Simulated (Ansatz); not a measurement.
System: sum formula Si2H2F3, net charge 0, doublet state. It need not be the lowest isomer of its formula. SMILES: F[SiH2][Si](F)F
Coordinates optimised at B3LYP-D3(BJ)/def2-TZVP (Ansatz, a first-principles code):
```
Si
F 1 1.6072
H 1 1.4783 2 108.58
H 1 1.4805 3 111.16 2 118.98
Si 1 2.3959 3 108.94 4 125.39
F 5 1.6064 1 108.89 3 -167.53
F 5 1.6086 6 105.64 1 -114.46
```
Charge 0, spin multiplicity 2.

Parts of the frozen-core correlation energy in STO-3G (Ansatz, hartree). Frozen orbitals: 13; correlated occupied orbitals by spin: 16 and 15; virtual: 6 and 7. UHF or UKS for open shells. Spin-orbit coupling is left out. Non-relativistic.

```
term                            value
-------------------------  ----------
reference (HF)             -866.49709
MP2 opposite-spin            -0.09181
MP2 same-spin                -0.01601
CCSD correlation             -0.13988
(T)                          -0.00732
T1 diagnostic                   0.015
largest doubles amplitude       0.046
<S^2> of the reference          0.757
```
